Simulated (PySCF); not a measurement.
System: sum formula BNH₃Cl₂, charge 1, multiplicity 1. It need not be the lowest isomer of its formula. 
Geometry from a B3LYP-D3(BJ)/def2-TZVP (Ansatz) optimisation:
```xyz
7

N     -1.7390    -0.0744     0.1023
B     -0.1732    -0.0126     0.0093
Cl     0.6438    -1.5073    -0.0147
Cl     0.4962     1.5545    -0.0525
H     -2.0953    -1.0342     0.1081
H     -2.0720     0.3929     0.9532
H     -2.1731     0.4234    -0.6829
```
Charge +1, spin multiplicity 1.

Dispersion corrections to the total energy (kcal/mol) from the dftd3 and dftd4 libraries through PySCF: D3(BJ) without and D4 with the three-body term, each with the damping fitted for the functional named.

| functional | D3(BJ) | D4 |
|---|---|---|
| B2GP-PLYP | -2.66 | -1.34 |
| PBE | -3.69 | -3.20 |
| revPBE | … | -9.84 |
| PW6B95 | -1.97 | … |
| r2SCAN | -0.99 | -0.73 |
| BLYP | -8.14 | -7.18 |
| LC-wPBE | … | -3.58 |

Q: What belongs in the gaps?

A: 
- revPBE, D3(BJ): -9.33
- PW6B95, D4: -2.77
- LC-wPBE, D3(BJ): -3.59
